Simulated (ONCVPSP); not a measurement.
What one change does to a pseudopotential (terbium (Tb), ONCV)

- Element: Tb (Z = 65)
- Generator: ONCVPSP 4.0.1
- Type: optimised norm-conserving Vanderbilt (ONCV)
- Functional: LDA (Perdew-Zunger)
- Relativity: non-relativistic
- Frozen core: [Kr] 4d10 4f8
- Valence charge: 11
- Reference configuration: 5s2 5p6 5d1 6s2
- Partial waves: 5s+6s: rc 2.00 bohr, ncon 4, nbas 7, qcut 5 1/bohr, 3 projectors, debl 3.4 Ha; 5p: rc 2.55 bohr, ncon 5, nbas 9, qcut 4.3 1/bohr, 1 projector; 5d: rc 3.25 bohr, ncon 5, nbas 10, qcut 3.8 1/bohr, 1 projector
- Local potential: polynomial inside 1.95 bohr (lpopt 5, dvloc0 0 Ha)
- Core correction: Teter function, fcfact 2.5, rcfact 1.1

All-electron outer shells of the reference configuration (LDA (Perdew-Zunger), non-relativistic, ld1.x):

```
shell  level (eV)  outermost node (bohr)  outermost maximum (bohr)
   5s      -44.79                   0.68                      1.25
   5p      -27.16                   0.71                      1.37
   4f      -13.73                      –                      0.54
   6s       -3.96                   1.68                      3.54
   5d       -3.38                   0.77                      1.89
```

Change: all radii but the core radius scaled by about 1.10 (s 2.20, p 2.80, d 3.56 bohr); local potential polynomial inside 2.14 bohr (lpopt 5, dvloc0 0 Ha).

Cutoffs: the cutoffs (Ha) at which the residual kinetic energy of the hardest occupied pseudo-wave falls to 1 and 0.1 mHa per electron; they do not see the model core or the augmentation charge, which bear on the density cutoff. Errors are all-electron minus pseudo energies relative to the spin-unpolarised reference configuration.

How do hardness, ghosts and transferability respond?

The potential gets softer (11 Ha and 18 Ha → 9.5 Ha and 12 Ha); of the 4 tests that both files solve, the error grows in 2 and shrinks in 2 by more than 15 % and 0.3 meV (median size 3.3 → 2.5 meV); neither file shows a bound ghost. A larger radius leaves more room for a smooth pseudo-wave, so fewer plane waves are needed.

| quantity | base | changed |
| --- | --- | --- |
| cutoff, loose | 11 Ha | 9.5 Ha |
| cutoff, tight | 18 Ha | 12 Ha |
| loose cutoff by channel | s 11 Ha, p 6.8 Ha, d 6.4 Ha | s 9.5 Ha, p 6.8 Ha, d 5.8 Ha |
| bound ghosts | none | none |
| GHOST(+) flags under 300 eV | s at 176.1 eV, d at 226.1 eV | s at 235.2 eV |
| error for 5s2 5p6 5d1 6s1, meV [ΔE 6.43 eV] | +0.5 | 0.0 |
| error for 5s2 5p6 5d1 6s0, meV [ΔE 18.10 eV] | +4.0 | +0.3 |
| error for 5s2 5p6 5d0 6s0, meV [ΔE 38.77 eV] | +39 | +62 |
| error for 5s2 5p6 5d1.5 6s1.5, meV [ΔE 0.38 eV] | +2.7 | +4.7 |
| rms error of d²Exc/dni dnj with the model core, mHa | 3.44 | 3.34 |
